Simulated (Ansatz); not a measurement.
The same path of C₃H₁₀FNSi (16 atoms, charge 0, multiplicity 1) was run twice with different band settings. The coordinate that changes most is the dihedral C1–Si2–C5–F6.

These are results of RKS PBE/def2-SVP in Ansatz 0.2.0, not measurements.

Relaxed end points:

```xyz
16
Properties=species:S:1:pos:R:3
C -0.671 -1.375 1.151
Si 0.425 0.090 0.675
C 1.143 -0.083 -1.086
N 0.049 -0.188 -2.061
C -0.652 1.671 0.751
F -1.289 1.738 1.998
H -1.455 -1.557 0.387
H -1.186 -1.144 2.105
H -0.089 -2.309 1.288
H 1.558 0.218 1.663
H 1.908 -0.903 -1.113
H 1.713 0.853 -1.284
H -0.427 -1.092 -1.954
H 0.418 -0.187 -3.021
H -0.048 2.595 0.601
H -1.420 1.649 -0.056
```

```xyz
16
Properties=species:S:1:pos:R:3
C -0.779 -1.459 1.050
Si 0.341 0.038 0.746
C 1.154 -0.019 -0.977
N 0.112 -0.233 -1.990
C -0.674 1.660 0.790
F 0.207 2.736 0.601
H -1.556 -1.538 0.262
H -1.296 -1.386 2.029
H -0.193 -2.401 1.052
H 1.408 0.116 1.809
H 2.025 -0.723 -1.007
H 1.580 1.000 -1.110
H -0.189 -1.215 -1.983
H 0.481 -0.065 -2.935
H -1.420 1.660 -0.038
H -1.225 1.807 1.746
```

Common settings: climbing image yes; spring 5.0 eV/Å²; optimiser quadratic models (default); start path through a guess of the saddle point; force threshold 0.05 eV/Å; iteration limit 60; end points relaxed.

| run | movable images |
| --- | --- |
| 1 | 5 |
| 2 | 1 |

Q: What does each run give, and how far can it be trusted?

A: Run 1: converged after 8 iterations, highest image 0.099 eV above the first end. A vibrational analysis at the climbing image gives one clearly imaginary mode, 84i cm⁻¹: a first-order saddle point.
Run 2: converged after 9 iterations, highest image 0.099 eV above the first end. Another band between the same ends (5 images) ends at a top of the same energy, where a vibrational analysis finds 1 clearly imaginary mode. So few images can step over the top or miss a turn of the path.
